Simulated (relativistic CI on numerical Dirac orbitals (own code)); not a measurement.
# Calculated levels, Cu⁸⁺

These numbers are calculated, not measured: Dirac-Coulomb-Breit CI, KLI orbitals optimised for each configuration, model QED (radiative potential, 1s self-energy scaled to tabulated hydrogen-like ionisation energies), unscaled Slater integrals (own radial code, finite nucleus).

Configuration list (outside the closed core [Ne]): 3s²3p⁶3d³, 3s²3p⁵3d⁴, 3s²3p⁶3d²4s, 3s3p⁶3d⁴, 3s²3p⁶3d²4p, 3s²3p⁶3d²4d, 3s²3p⁶3d4s4p, 3s²3p⁶3d²4f, 3s²3p⁶3d²5s, 3s²3p⁶3d²5p, 3s²3p⁶3d4s², 3s²3p⁶4s²4p, 3s²3p⁶4s²4d, 3s²3p⁶4s²4f, 3p⁶3d⁵, 3p⁵3d⁶, 3s²3p⁶3d4p², 3s²3p⁶4s4p², 3s²3p⁶4p³, 3s²3p⁶4p²4d, 3s²3p⁶4p²4f, 3s²3p⁶3d4s4d, 3s²3p⁶4s4p4d, 3s²3p⁶4s4d², 3s²3p⁶4s4d4f. Double excitations out of closed p, d and f shells are left out; levels of such configurations are missing from the list, as are those of other unlisted configurations, and high levels can miss mixing partners.

The lowest level is 3s²3p⁶3d³ ⁴F3/2, with 99 % of that term; Hund's rules for 3s²3p⁶3d³ give ⁴F with J = 3/2, in agreement.

| No. | Configuration | Term | J | E (cm⁻¹) | % | Next component (%) | Lifetime (s) | jj configuration (%) |
| --- | --- | --- | --- | --- | --- | --- | --- | --- |
| 1 | 3s²3p⁶3d³ | ⁴F | 3/2 | 0 | 99 |  |  | 3d3/2^3 (39) |
| 2 | 3s²3p⁶3d³ | ⁴F | 5/2 | 1211 | 100 |  | 1.31e+01 | 3d3/2^2 3d5/2 (78) |
| 3 | 3s²3p⁶3d³ | ⁴F | 7/2 | 2777 | 100 |  | 6.04e+00 | 3d3/2 3d5/2^2 (77) |
| 4 | 3s²3p⁶3d³ | ⁴F | 9/2 | 4607 | 99 | 1 ²G | 6.07e+00 | 3d3/2 3d5/2^2 (48) |
| 5 | 3s²3p⁶3d³ | ⁴P | 1/2 | 28383 | 98 | 2 ²P | 4.44e+00 | 3d3/2^2 3d5/2 (67) |
| 6 | 3s²3p⁶3d³ | ⁴P | 3/2 | 28720 | 95 | 5 ²P | 3.49e+00 | 3d3/2^2 3d5/2 (50) |
| 7 | 3s²3p⁶3d³ | ⁴P | 5/2 | 30410 | 99 | 1 ²D | 3.37e+00 | 3d3/2 3d5/2^2 (63) |
| 8 | 3s²3p⁶3d³ | ²G | 7/2 | 30848 | 100 |  | 2.65e-01 | 3d3/2 3d5/2^2 (50) |
| 9 | 3s²3p⁶3d³ | ²G | 9/2 | 32298 | 94 | 5 ²H | 1.63e-01 | 3d3/2^2 3d5/2 (56) |
| 10 | 3s²3p⁶3d³ | ²D | 3/2 | 39837 | 51 | 45 ²P | 9.23e-02 | 3d3/2 3d5/2^2 (51) |
| 11 | 3s²3p⁶3d³ | ²P | 1/2 | 40893 | 98 | 2 ⁴P | 3.32e-01 | 3d3/2 3d5/2^2 (67) |
| 12 | 3s²3p⁶3d³ | ²H | 9/2 | 42579 | 95 | 5 ²G | 3.80e-01 | 3d3/2 3d5/2^2 (47) |
| 13 | 3s²3p⁶3d³ | ²H | 11/2 | 43470 | 100 |  | 1.12e+00 | 3d3/2 3d5/2^2 (100) |
| 14 | 3s²3p⁶3d³ | ²D | 5/2 | 44199 | 99 |  | 1.02e-01 | 3d3/2 3d5/2^2 (53) |
| 15 | 3s²3p⁶3d³ | ²P | 3/2 | 45165 | 51 | 48 ²D | 9.91e-02 | 3d5/2^3 (79) |
| 16 | 3s²3p⁶3d³ | ²F | 7/2 | 69012 | 100 |  | 1.68e-01 | 3d3/2 3d5/2^2 (73) |
| 17 | 3s²3p⁶3d³ | ²F | 5/2 | 69834 | 99 |  | 2.39e-01 | 3d3/2 3d5/2^2 (53) |
| 18 | 3s²3p⁶3d³ | ²D | 5/2 | 108450 | 99 |  | 1.49e-02 | 3d3/2^2 3d5/2 (53) |
| 19 | 3s²3p⁶3d³ | ²D | 3/2 | 109152 | 100 |  | 1.57e-02 | 3d3/2 3d5/2^2 (88) |
| 20 | 3s²3p⁵3d⁴ | ⁶D° | 9/2 | 485940 | 97 | 2 ⁶F° | 1.71e-07 | 3p3/2^3 3d3/2 3d5/2^3 (40) |
| 21 | 3s²3p⁵3d⁴ | ⁶D° | 7/2 | 486518 | 96 | 2 ⁶F° | 1.03e-07 | 3p3/2^3 3d3/2^2 3d5/2^2 (46) |
| 22 | 3s²3p⁵3d⁴ | ⁶D° | 5/2 | 487608 | 96 | 2 ⁶F° | 3.76e-08 | 3p3/2^3 3d3/2^2 3d5/2^2 (28) |
| 23 | 3s²3p⁵3d⁴ | ⁶D° | 3/2 | 488854 | 97 | 1 ⁶F° | 2.06e-08 | 3p3/2^3 3d3/2^2 3d5/2^2 (34) |
| 24 | 3s²3p⁵3d⁴ | ⁶D° | 1/2 | 489856 | 98 | 1 ⁴P° | 1.48e-08 | 3p3/2^3 3d3/2^3 3d5/2 (23) |
| 25 | 3s²3p⁵3d⁴ | ⁶F° | 11/2 | 518821 | 100 |  | 6.84e-07 | 3p3/2^3 3d3/2 3d5/2^3 (45) |
| 26 | 3s²3p⁵3d⁴ | ⁶F° | 9/2 | 523354 | 95 | 3 ⁴F° | 3.35e-08 | 3p3/2^3 3d3/2^2 3d5/2^2 (36) |
| 27 | 3s²3p⁵3d⁴ | ⁶F° | 7/2 | 526726 | 91 | 4 ⁴F° | 2.42e-08 | 3p3/2^3 3d3/2^2 3d5/2^2 (40) |
| 28 | 3s²3p⁵3d⁴ | ⁶F° | 5/2 | 529059 | 84 | 9 ⁴D° | 1.45e-08 | 3p3/2^3 3d3/2^2 3d5/2^2 (24) |
| 29 | 3s²3p⁵3d⁴ | ⁶F° | 3/2 | 530405 | 74 | 22 ⁴D° | 8.00e-09 | 3p3/2^3 3d3/2 3d5/2^3 (22) |
| 30 | 3s²3p⁵3d⁴ | ⁶F° | 1/2 | 530953 | 66 | 34 ⁴D° | 5.42e-09 | 3p3/2^3 3d3/2^2 3d5/2^2 (27) |

Energies count from the lowest computed level; ° marks odd parity; lifetimes are radiative, by E1, M1, E2 decay to levels of this space only. Filled j subshells are mostly left out of the jj labels.

The mean weight of the leading LS term, summed over parents, in these 30 levels is 92 %, and that of the leading jj configuration (from the same eigenvectors) 52 %, so LS coupling describes them better.

At this charge configurations can still be misplaced by up to about 7 % of their energy. Terms inside the open d or f shell come out 10 to 20 % too wide with unscaled integrals.

Landé's interval rule says that E(J) − E(J−1) = AJ with one A. For the ground term the intervals give A = 484.5, 447.2, 406.9 cm⁻¹ for J = 5/2, 7/2, 9/2; the multiplet is regular.

LS names give the leading component of a level, which can be under half, so a name can repeat, a term be missing and a line seem to break the LS rules.
